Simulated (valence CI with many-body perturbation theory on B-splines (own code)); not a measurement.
**E1 transitions of Eu57+**

Calculated by relativistic CI+MBPT: four valence electrons over a frozen Dirac-Fock core [He], radial functions for each j: 11 s, 11 p, 10 d, 8 f, 5 g, 2 h, with the one-electron correlation potential Σ1, the two-electron term Σ2, the three-electron term Σ3, Breit, model QED; selected CI, second order for the rest, scaled by the run's own slope (own B-spline code, finite nucleus).

No measured spectrum was set against this ion. As an estimate, large intervals hold to a few tenths of a per cent, small ones and those within an open d or f shell to about a per cent. Among the levels kept, up to 910 cm⁻¹ of a level comes from second order outside the variational space, and about a tenth of that is noise between levels of different J, which matters for small intervals.

Lines 101 to 150 of 549 in falling wavelength, among levels below 75817 × 10³ cm⁻¹, chosen from the strongest by gf and those to the six lowest levels. Wavelengths and rates use the calculated energies. Electric multipoles are in the length gauge with retardation, E1 and E2 with the static RPA response of the core. Weak lines are less certain than strong ones. Lines between different terms over intervals too small for the method are left out, as are lines whose strength nearly cancels. The highest levels of a list are the least certain.

Levels are named by their leading jj configuration (3d3/2^4 stands for four electrons in 3d with j = 3/2), which in mixed levels can hold well under half, so a name can repeat and another be missing. Letters in brackets count levels of one name in rising energy.

```
λ vac (Å)                           Upper                           Lower   A (s⁻¹)  log gf  Branch %
    44.58          (2s^2 2p3/2 3d3/2) J=1          (2s^2 2p3/2 3p1/2) J=1  1.74e+11   -0.81       0.0
    44.54      (2s 2p3/2^2 3p3/2) J=1 [a]         (2s 2p3/2^2 3s) J=2 [a]  2.62e+11   -0.63       0.1
    44.53   (2p1/2 2p3/2^2 3d3/2) J=3 [a]   (2p1/2 2p3/2^2 3p1/2) J=2 [a]  1.14e+11   -0.62       0.1
    44.47   (2p1/2 2p3/2^2 3d3/2) J=3 [b]       (2p1/2 2p3/2^2 3p1/2) J=3  9.62e+10   -0.70       0.0
    44.43      (2s 2p1/2 2p3/2 3p3/2) J=4         (2s 2p1/2 2p3/2 3s) J=3  2.75e+11   -0.13      21.9
    44.42  (2s 2p1/2 2p3/2 3p3/2) J=3 [b]     (2s 2p1/2 2p3/2 3s) J=2 [b]  1.18e+11   -0.61       0.1
    44.42   (2p1/2 2p3/2^2 3p3/2) J=2 [b]      (2s 2p3/2^2 3p3/2) J=2 [a]  1.51e+11   -0.65       0.1
    44.35  (2s 2p1/2 2p3/2 3d3/2) J=3 [b]      (2s 2p1/2 2p3/2 3p1/2) J=3  1.07e+11   -0.66       0.0
    44.34      (2s 2p3/2^2 3p3/2) J=2 [c]         (2s 2p3/2^2 3s) J=2 [b]  8.77e+10   -0.89       0.4
    44.12       (2p1/2 2p3/2^2 3d3/2) J=4      (2s 2p3/2^2 3d3/2) J=3 [a]  5.83e+10   -0.81       0.9
    43.92      (2s 2p3/2^2 3p3/2) J=2 [c]         (2s 2p3/2^2 3s) J=1 [b]  1.35e+11   -0.71       0.7
    43.78  (2s 2p1/2 2p3/2 3p3/2) J=2 [c]     (2s 2p1/2 2p3/2 3s) J=2 [b]  1.06e+11   -0.82       0.2
    43.77       (2p1/2^2 2p3/2 3d3/2) J=3  (2s 2p1/2 2p3/2 3d3/2) J=2 [b]  8.03e+10   -0.79       0.5
    43.70      (2s 2p1/2 2p3/2^2) J=1 [a]              (2s^2 2p3/2^2) J=2  1.87e+10   -1.79       0.4
    43.54          (2s^2 2p1/2 3p3/2) J=2             (2s^2 2p1/2 3s) J=1  3.37e+11   -0.32      15.6
    43.37   (2p1/2 2p3/2^2 3p3/2) J=2 [c]      (2p1/2 2p3/2^2 3s) J=1 [b]  1.73e+11   -0.61       0.1
    43.31       (2p1/2^2 2p3/2 3p3/2) J=2  (2s 2p1/2 2p3/2 3p3/2) J=2 [c]  1.35e+11   -0.72       0.1
    43.25  (2s 2p1/2 2p3/2 3p3/2) J=2 [e]     (2s 2p1/2 2p3/2 3s) J=2 [c]  1.44e+11   -0.69       0.1
    43.10          (2s^2 2p1/2 3p3/2) J=1             (2s^2 2p1/2 3s) J=1  1.35e+11   -0.95       2.5
    43.00       (2p1/2^2 2p3/2 3p3/2) J=3      (2s 2p1/2 2p3/2 3p3/2) J=4  5.60e+10   -0.96       0.0
    42.98      (2s 2p3/2^2 3p3/2) J=2 [c]         (2s 2p3/2^2 3s) J=1 [a]  9.16e+10   -0.90       0.5
    42.88          (2s 2p1/2^2 2p3/2) J=1          (2s^2 2p1/2 2p3/2) J=2  3.60e+10   -1.53       1.2
    42.83       (2p1/2^2 2p3/2 3d5/2) J=4      (2s 2p1/2 2p3/2 3d5/2) J=5  5.85e+10   -0.84       1.2
    42.69       (2p1/2^2 2p3/2 3p3/2) J=3  (2s 2p1/2 2p3/2 3p3/2) J=2 [b]  8.64e+10   -0.78       0.0
    42.62          (2s^2 2p1/2 3p3/2) J=1             (2s^2 2p1/2 3s) J=0  2.49e+11   -0.69       4.6
    42.59  (2s 2p1/2 2p3/2 3p3/2) J=1 [d]     (2s 2p1/2 2p3/2 3s) J=1 [c]  1.70e+11   -0.86       0.1
    42.43          (2s 2p1/2^2 3p3/2) J=2             (2s 2p1/2^2 3s) J=1  3.02e+11   -0.39       2.1
    42.20      (2s 2p1/2 2p3/2^2) J=2 [b]              (2s^2 2p3/2^2) J=2  1.82e+10   -1.61       0.4
    42.07   (2p1/2 2p3/2^2 3p3/2) J=1 [b]      (2p1/2 2p3/2^2 3s) J=2 [b]  2.14e+11   -0.77       0.1
    41.99          (2s^2 2p3/2 3p3/2) J=2             (2s^2 2p3/2 3s) J=1  2.09e+11   -0.56       1.8
    41.95  (2s 2p1/2 2p3/2 3p3/2) J=2 [a]     (2s 2p1/2 2p3/2 3s) J=2 [a]  1.37e+11   -0.74       0.1
    41.88  (2s 2p1/2 2p3/2 3p3/2) J=2 [e]     (2s 2p1/2 2p3/2 3s) J=1 [b]  1.45e+11   -0.72       0.1
    41.76          (2s 2p1/2^2 3p3/2) J=1             (2s 2p1/2^2 3s) J=1  1.36e+11   -0.97       0.0
    41.67  (2s 2p1/2 2p3/2 3p3/2) J=1 [d]         (2s 2p1/2 2p3/2 3s) J=0  1.75e+11   -0.86       0.1
    41.62       (2p1/2^2 2p3/2 3p1/2) J=2      (2s 2p1/2 2p3/2 3p1/2) J=3  1.26e+11   -0.79       0.0
    41.54          (2p1/2 2p3/2^2 3s) J=3             (2s 2p3/2^2 3s) J=3  1.08e+11   -0.71       0.3
    41.53  (2s 2p1/2 2p3/2 3p3/2) J=1 [c]     (2s 2p1/2 2p3/2 3s) J=2 [b]  2.88e+11   -0.65       0.2
    41.20  (2s 2p1/2 2p3/2 3p3/2) J=3 [b]         (2s 2p1/2 2p3/2 3s) J=3  2.16e+11   -0.42       0.1
    41.14      (2s 2p3/2^2 3p3/2) J=2 [a]         (2s 2p3/2^2 3s) J=2 [a]  3.00e+11   -0.42       0.1
    41.09  (2s 2p1/2 2p3/2 3p3/2) J=1 [e]     (2s 2p1/2 2p3/2 3s) J=1 [b]  1.65e+11   -0.90       1.1
    40.97          (2s^2 2p3/2 3p3/2) J=2             (2s^2 2p3/2 3s) J=2  2.04e+11   -0.59       1.7
    40.65  (2s 2p1/2 2p3/2 3p3/2) J=2 [c]         (2s 2p1/2 2p3/2 3s) J=3  1.26e+11   -0.81       0.2
    40.46          (2s 2p1/2^2 2p3/2) J=1          (2s^2 2p1/2 2p3/2) J=1  8.07e+09   -2.23       0.3
    40.38   (2p1/2 2p3/2^2 3p3/2) J=2 [b]      (2p1/2 2p3/2^2 3s) J=2 [b]  1.29e+11   -0.80       0.1
    40.12      (2s 2p3/2^2 3p3/2) J=1 [c]         (2s 2p3/2^2 3s) J=1 [b]  3.35e+11   -0.61       0.3
    39.08          (2s^2 2p3/2 3p3/2) J=0             (2s^2 2p3/2 3s) J=1  5.21e+11   -0.92       4.4
    14.25          (2s 2p3/2^2 3d5/2) J=5          (2s^2 2p3/2 3d5/2) J=4  4.86e+11   -0.79      92.0
    14.24          (2s 2p3/2^2 3p3/2) J=4          (2s^2 2p3/2 3p3/2) J=3  4.97e+11   -0.87      28.6
    14.23   (2p1/2 2p3/2^2 3p3/2) J=2 [a]  (2s 2p1/2 2p3/2 3p3/2) J=1 [d]  7.22e+11   -0.96       0.3
    14.21             (2s 2p3/2^2 3s) J=3             (2s^2 2p3/2 3s) J=2  6.18e+11   -0.88       1.2
```
